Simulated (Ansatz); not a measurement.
`FCC#CC(F)(F)F` and `C#CC(F)(F)F` differ in one atom or group.

Ansatz, PBE0-D4/def2-TZVP geometries, multiplicity 1. 

```csv
property,`FCC#CC(F)(F)F`
LUMO energy (ωB97M-V/def2-TZVPP) / eV,1.30
HOMO–LUMO gap (PBE0/def2-TZVPP) / eV,8.11
HOMO energy (PBE0/def2-TZVPP) / eV,-8.96
HOMO energy (PBE/def2-TZVPP) / eV,-7.60
size of the dipole moment (ωB97M-V/def2-TZVPP) / D,2.53
size of the dipole moment (PBE/def2-TZVPP) / D,2.37
```

**Question.** What does the change do to each property? (An estimate is asked.)

**Answer.** Computed: 
| property | `C#CC(F)(F)F` | shift |
| --- | --- | --- |
| LUMO energy (ωB97M-V/def2-TZVPP) / eV | 1.94 | 0.64 |
| HOMO–LUMO gap (PBE0/def2-TZVPP) / eV | 9.04 | 0.93 |
| HOMO energy (PBE0/def2-TZVPP) / eV | -9.30 | -0.34 |
| HOMO energy (PBE/def2-TZVPP) / eV | -7.95 | -0.35 |
| size of the dipole moment (ωB97M-V/def2-TZVPP) / D | 2.30 | -0.23 |
| size of the dipole moment (PBE/def2-TZVPP) / D | 2.11 | -0.26 |

With PBE0 the HOMO falls by 0.34 eV and the LUMO rises by 0.59 eV, so the gap widens by about 0.93 eV. PBE moves the HOMO by -0.35 eV and ωB97M-V by -0.39 eV. Dipoles are sizes alone; their direction can turn.

Positive LUMOs are unbound, so they and the gaps depend on the basis.
